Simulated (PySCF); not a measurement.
Ga(OH)(PH2)2 (GaH5OP2), SMILES [OH][Ga]([PH2])[PH2].

The structure is a stationary point at B3LYP-D3(BJ)/def2-SVP. The structure was generated by enumeration; whether it is a known compound was not checked. The values are those of a single conformer.

Computed with TDDFT-PBE0/def2-SVPD in PySCF.

Vertical excitations. Isolated molecule, no solvent.

Computed UV-visible absorptions:
```json
[
 {"state": "S1", "energy (eV)": "4.94", "λ (nm)": "251", "f": "0.065", "main pairs": "HOMO→LUMO 82 %"},
 {"state": "S2", "energy (eV)": "5.48", "λ (nm)": "226", "f": "0.151", "main pairs": "HOMO→LUMO+1 79 %"},
 {"state": "S3", "energy (eV)": "5.72", "λ (nm)": "217", "f": "0.128", "main pairs": "HOMO→LUMO+2 77 %"},
 {"state": "S4", "energy (eV)": "6.03", "λ (nm)": "206", "f": "0.035", "main pairs": "HOMO−1→LUMO 81 %"},
 {"state": "S5", "energy (eV)": "6.22", "λ (nm)": "199", "f": "0.058", "main pairs": "HOMO→LUMO+3 48 %, HOMO−1→LUMO+1 35 %"},
 {"state": "S6", "energy (eV)": "6.26", "λ (nm)": "198", "f": "0.050", "main pairs": "HOMO−1→LUMO+1 48 %, HOMO→LUMO+3 29 %, HOMO−2→LUMO 11 %"},
 {"state": "S7", "energy (eV)": "6.46", "λ (nm)": "192", "f": "0.026", "main pairs": "HOMO→LUMO+4 28 %, HOMO−2→LUMO 27 %, HOMO−3→LUMO 17 %, HOMO−1→LUMO+2 16 %"},
 {"state": "S8", "energy (eV)": "6.50", "λ (nm)": "191", "f": "0.035", "main pairs": "HOMO−2→LUMO 35 %, HOMO→LUMO+4 32 %, HOMO−1→LUMO+2 16 %"},
 {"state": "S9", "energy (eV)": "6.62", "λ (nm)": "187", "f": "0.040", "main pairs": "HOMO−3→LUMO 63 %, HOMO−2→LUMO 17 %"},
 {"state": "S10", "energy (eV)": "6.86", "λ (nm)": "181", "f": "0.037", "main pairs": "HOMO→LUMO+5 39 %, HOMO−1→LUMO+2 20 %, HOMO→LUMO+4 19 %"},
 {"state": "T1", "energy (eV)": "4.12", "λ (nm)": "301", "f": "0", "main pairs": "HOMO→LUMO 95 %"},
 {"state": "T2", "energy (eV)": "4.92", "λ (nm)": "252", "f": "0", "main pairs": "HOMO→LUMO+1 77 %, HOMO→LUMO+2 12 %"},
 {"state": "T3", "energy (eV)": "5.02", "λ (nm)": "247", "f": "0", "main pairs": "HOMO−1→LUMO 91 %"},
 {"state": "T4", "energy (eV)": "5.29", "λ (nm)": "234", "f": "0", "main pairs": "HOMO→LUMO+2 75 %"}
]
```
Triplets are in the Tamm–Dancoff approximation, which puts them higher than full response would, so one can lie above its singlet here.
